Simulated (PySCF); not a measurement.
# Electron correlation in Nb²⁷⁺ (niobium, charge +27)

[Ne] 3s2 3p2, high-spin 3P determinant. Computed with PySCF 2.14 in an even-tempered Gaussian basis (18 s from 3.4 bohr⁻², ratio 2.5; 12 p from 4.4 bohr⁻², ratio 2.5; 5 d from 19 bohr⁻², ratio 2.7; 4 f from 28 bohr⁻², ratio 2.7), with scalar relativity by spin-free X2C-1e. Frozen: 1s2; 12 electrons correlated; the 22 highest virtual orbitals of each spin left out.

```json
{"level": "CCSD", "correlation energy (mhartree)": "-500.71"}
{"level": "(T)", "correlation energy (mhartree)": "-1.54"}
{"level": "CCSD(T)", "correlation energy (mhartree)": "-502.25"}
```

Diagnostics: T1 = 0.0011, D1 = 0.0047, largest double amplitude 0.069.

Spin-orbit coupling is strong in this species (close to jj coupling), so the high-spin LS determinant is a model state, not a physical level.

Cost of the coupled-cluster step: about 23 core-seconds, for 12 correlated electrons.

At this charge the one-electron X2C treatment keeps the bare 1/r₁₂, with no two-electron picture change or Breit term. The effect here is smaller than on the frozen 1s shell; and a scalar Hamiltonian misses the large spin-orbit splitting of the p shells, which matters for ns² → np² pairs.

Spin-orbit coupling is strong in this species, so the high-spin LS determinant is a model state.
